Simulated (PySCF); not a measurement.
**Magnetic susceptibility: `C[C](=S)[GeH2][GeH3]`, C2H8Ge2S**

Molfile (atoms numbered from 1):
```
C2H8Ge2S
     RDKit          3D

 13 12  0  0  0  0  0  0  0  0999 V2000
   -2.0855   -0.3323   -0.7671 C   0  0  0  0  0  0  0  0  0  0  0  0
   -1.1575   -0.6538    0.3567 C   0  0  0  0  0  0  0  0  0  0  0  0
   -1.0673   -2.1160    1.0606 S   0  0  0  0  0  0  0  0  0  0  0  0
    0.0919    0.7516    0.9632 Ge  0  0  0  0  0  4  0  0  0  0  0  0
    2.1874    0.2901   -0.1615 Ge  0  0  0  0  0  4  0  0  0  0  0  0
   -1.5262    0.0910   -1.6197 H   0  0  0  0  0  0  0  0  0  0  0  0
   -2.7946    0.4532   -0.4514 H   0  0  0  0  0  0  0  0  0  0  0  0
   -2.6463   -1.2188   -1.0953 H   0  0  0  0  0  0  0  0  0  0  0  0
    0.2326    0.6650    2.4893 H   0  0  0  0  0  0  0  0  0  0  0  0
   -0.4321    2.1511    0.5656 H   0  0  0  0  0  0  0  0  0  0  0  0
    3.2305    1.3885    0.1147 H   0  0  0  0  0  0  0  0  0  0  0  0
    1.9403    0.2176   -1.6805 H   0  0  0  0  0  0  0  0  0  0  0  0
    2.7383   -1.0640    0.3156 H   0  0  0  0  0  0  0  0  0  0  0  0
  1  2  1  0
  2  3  2  0
  2  4  1  0
  4  5  1  0
  1  6  1  0
  1  7  1  0
  1  8  1  0
  4  9  1  0
  4 10  1  0
  5 11  1  0
  5 12  1  0
  5 13  1  0
M  END
```

Method: GIAO B3LYP/cc-pVDZ magnetisability, rotational g tensor and spin-rotation constants, non-relativistic, gas phase in PySCF. Geometry: PBE0-D3(BJ)/def2-SVP.

The calculation is non-relativistic, which matters for the atoms heavier than Zn.

Q: How diamagnetic is it, and how anisotropic?

A: Isotropic -1323 × 10⁻³⁰ J/T², or -79.7 × 10⁻⁶ cm³/mol; principal values -1574, -1412, -982 × 10⁻³⁰ J/T², anisotropy 529 × 10⁻³⁰ J/T² (root of half the summed squared differences of the principal values). The susceptibility is in cgs units.

Q: Split it along the inertial axes a, b, c into diamagnetic and paramagnetic parts about the centre of mass, with the quadrupole moment.

A: 
| axis | χ (10⁻⁶ cm³/mol) | diamagnetic (10⁻⁶ cm³/mol) | paramagnetic (10⁻⁶ cm³/mol) | summed x² of all electrons (Å²) | quadrupole Θ (D Å) |
| --- | --- | --- | --- | --- | --- |
| a | -85.9 | -622.7 | 536.8 | 282.1 | -2.31 |
| b | -76.5 | -1452.1 | 1375.6 | 86.6 | -0.74 |
| c | -76.5 | -1563.9 | 1487.3 | 60.2 | +3.05 |

Anisotropies 2χaa − χbb − χcc = -18.6 and 2χbb − χaa − χcc = +9.3 × 10⁻⁶ cm³/mol. Θ is traceless in Buckingham's convention.

Q: And the rotational g tensor?

A: 
| axis | rotational constant (GHz) | g | nuclear part | electronic part |
| --- | --- | --- | --- | --- |
| a | 2.2906 | -0.0289 | 0.5488 | -0.5777 |
| b | 0.8273 | -0.0144 | 0.5202 | -0.5347 |
| c | 0.7442 | -0.0138 | 0.5063 | -0.5200 |

Asymmetric top; isotopes 12C, 74Ge, 1H, 32S; no vibrational averaging.
